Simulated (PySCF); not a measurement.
**Computed properties of C4H7FO, SMILES C[C@@]1(O)C[C@H]1F**

C₄H₇FO, SMILES C[C@@]1(O)C[C@H]1F. Coordinates come from a B3LYP-D3(BJ)/def2-SVP optimisation. The structure was generated by enumeration; whether it is a known compound was not checked. Other conformers were not sampled. All values are computed for the isolated molecule unless a solvent is named; none is compared with measurement here.

**Structure.** All 33 harmonic modes at B3LYP-D3(BJ)/def2-SVP (PySCF) are real, so it is a minimum. With heavy atoms numbered as in [CH3:1][C@@:2]1([OH:3])[CH2:4][C@H:5]1[F:6], the shortest bond between them is C5–F6 at 1.366 Å and the longest C2–C4 at 1.525 Å.

**Vibrations.** The strongest infrared lines (harmonic, unscaled, degenerate partners summed) lie at 1180 cm⁻¹ (102 km/mol, C 48 %, H 31 %, F 20 %), 1245 cm⁻¹ (95 km/mol, H 57 %, C 32 %, O 10 %), 322 cm⁻¹ (85 km/mol, H 83 %, C 12 %). The softest mode is at 200 cm⁻¹ and the zero-point energy is 66.1 kcal/mol.

**Electronic structure.** HF/def2-TZVP (PySCF) places the frontier levels at -11.00 and 3.57 eV, a gap of 14.57 eV, and gives a dipole moment of 2.47 D and a mean polarisability of 48.1 bohr³. PBE/def2-TZVP (PySCF) at the same geometry gives -6.19 and 0.13 eV, so its gap is 8.25 eV narrower. An orbital gap is neither the optical nor the fundamental gap.

**Excitations.** TDDFT-CAM-B3LYP/def2-SVPD (PySCF) has S1 at 7.04 eV (176 nm, f = 0.010, weak); the most intense of the 10 singlets computed lies at 8.71 eV (f = 0.07). T1 (TDA) is at 6.80 eV. TDDFT-PBE/def2-SVPD (PySCF) puts S1 at 6.10 eV. No vertical singlet excitation falls in the visible range (under 3.1 eV).

**NMR.** GIAO shifts at B3LYP/pcSseg-1 (PySCF) (non-relativistic, atoms alike by connectivity averaged): ¹³C from 23.6 to 83.5 ppm against TMS; ¹H from 0.7 to 4.9 ppm against TMS; ¹⁹F at -243.3 ppm against CFCl3.

**Solvation.** SMD-B3LYP/6-31G* (PySCF) gives -4.4 kcal/mol in water, -6.9 kcal/mol in 2-propanol, -5.1 kcal/mol in ethylethanoate (1 M in both phases, gas-phase geometry); of these solvents 2-propanol holds the molecule best.
